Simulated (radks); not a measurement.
K II, configuration [Ne] 3s2 3p5 4f1 (not the ground configuration).

All-electron calculation, scalar-relativistic Kohn-Sham, SCAN, spin-polarised, spherical densities, finite nucleus; open shells are filled with parallel spins first; meta-GGA in the generalised Kohn-Sham scheme; Fermi nuclear charge, rms radius 3.4349 fm. Program: a radial shooting solver on a logarithmic mesh with Libxc functionals.

Energy parts (hartree):
part                       energy
total                  -601.15268
kinetic                 604.82374
electron-nucleus      -1418.91985
Hartree                 246.00708
exchange-correlation    -33.06365

Orbitals (lengths in bohr, moments of r in powers of bohr; <r^-3> diverges for s and p1/2; r(max) is where P^2 peaks; r(90%) holds 90 % of the orbital's charge):
| orbital | occ. | eigenvalue (hartree) | <r^-3> | r(90%) | r(max) |
|---|---|---|---|---|---|
| 1s up | 1 | -130.8226 | - | 0.145 | 0.05303 |
| 1s down | 1 | -130.8089 | - | 0.145 | 0.05303 |
| 2s up | 1 | -13.95509 | - | 0.601 | 0.3174 |
| 2s down | 1 | -13.94801 | - | 0.601 | 0.3175 |
| 2p up | 3 | -11.18434 | 155.7 | 0.577 | 0.2626 |
| 2p down | 3 | -11.16999 | 155.5 | 0.577 | 0.2628 |
| 3s up | 1 | -2.02683 | - | 1.84 | 1.065 |
| 3s down | 1 | -1.96452 | - | 1.86 | 1.067 |
| 3p up | 3 | -1.36495 | 15.90 | 2.06 | 1.130 |
| 3p down | 2 | -1.30601 | 15.67 | 2.09 | 1.134 |
| 4f up | 1 | -0.08971 | 0.002953 | 12.9 | 8.084 |

The highest occupied level is 4f up at -2.441 eV. Summed over all electrons, <r^2> = 105.6 bohr^2, which gives a Langevin (diamagnetic) susceptibility term of -83.6 x 10^-6 cm^3/mol. The density falls to 0.001 e/bohr^3 at r = 3.09 bohr. The electron density at the nucleus is 5207 e/bohr^3 (large components only). Spin moment in Bohr magnetons: 2. The spin density at the nucleus is 0.2553 e/bohr^3 (1s -0.3004, 2s 0.2567, 3s 0.2991).

Run on one thread of a shared host, so times are rough (Intel(R) Xeon(R) Platinum 8259CL CPU @ 2.50GHz): 0.35 s of CPU time, 0.35 s wall, 23 iterations on 2314 mesh points.

Empty levels of this run are not shown, since the potential may be unsettled where no density lies.
